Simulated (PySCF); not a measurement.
## How methods differ on the excitation energy of Pb²⁺

Pb²⁺ [Xe] 4f14 5d10 6s2 (1S) → Pb²⁺ [Xe] 4f14 5d10 6s1 6p1 (3P), as a difference of total energies. Computed with PySCF 2.14 in aug-cc-pwCVTZ-DK3 (11s10p8d5f1g, 125 functions), with scalar relativity by spin-free X2C-1e. Correlated levels: valence: [Xe] 4f14 5d10 frozen. The calculations carry no spin-orbit coupling.

| method | excitation energy (eV) |
| --- | --- |
| UHF | 7.522 |
| MP2 (valence) | 8.052 |
| SCS-MP2 (valence) | 8.208 |
| CCSD (valence) | 8.201 |

Problem. How much does correlation contribute at MP2 (valence)?

Solution. 8.052 − (7.522) = 0.530 eV, measured against UHF.

A first-order spin-orbit estimate (lowest level to lowest level, LS coupling) adds -1.293 eV.

With two correlated electrons CCSD is exact in that space.
